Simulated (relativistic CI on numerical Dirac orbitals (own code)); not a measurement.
Er3+ (4f11) in a crystal field

Calculated by Dirac-Coulomb-Breit CI, KLI orbitals optimised for each configuration, QED by a radiative potential, valence Slater integrals scaled by 0.7, one configuration in a parametric crystal field (own radial code).

Field parameters in Wybourne normalisation; cubic f-shell fields have B⁴₄ = √(5/14) B⁴₀ and B⁶₄ = −√(7/2) B⁶₀. The field is a parameter set, without covalency.

S is read from ⟨S²⟩ = S(S + 1).

Powder χT (cm³ K mol⁻¹) by Van Vleck's formula, with temperature-independent terms:

```
                                                                                                            Field   2 K   5 K  10 K  20 K  50 K  100 K  200 K  300 K
C2v, B20 = 330, B22 = -240, B40 = -460, B42 = -280, B44 = -470, B60 = 390, B62 = -200, B64 = 130, B66 = -470 cm⁻¹  8.92  8.98  9.08  9.28  9.85   10.5   11.1   11.3
     C2v, B20 = 460, B22 = -70, B40 = 720, B42 = 480, B44 = -660, B60 = 680, B62 = -390, B64 = 590, B66 = 80 cm⁻¹   7.9  7.99  8.14  8.45  9.22   10.1   10.8   11.1
                                  D3d, B20 = -240, B40 = -580, B43 = -720, B60 = -440, B63 = -320, B66 = 540 cm⁻¹  6.79  7.15  7.69  8.36  9.29   10.2     11   11.2
                                                                                   Oh, B40 = 2060, B60 = 430 cm⁻¹  4.57  4.92  5.49  6.62  8.88   10.2   10.9   11.1
                                                                                   Oh, B40 = 1170, B60 = 530 cm⁻¹  4.49   4.7  5.05  5.75  7.66   9.48   10.7     11
                                                                                 Oh, B40 = -1990, B60 = -430 cm⁻¹  7.74  7.82  7.96  8.24  9.01   9.85   10.6     11
```

Problem. For Oh, B40 = 2060, B60 = 430 cm⁻¹: what effective moment follows at 300 K?

Solution. μ_eff = √(8χT) = 9.43 μB. The LS value g√(J(J + 1)) of the free ion's 4I°_15/2 level is 9.58 μB.
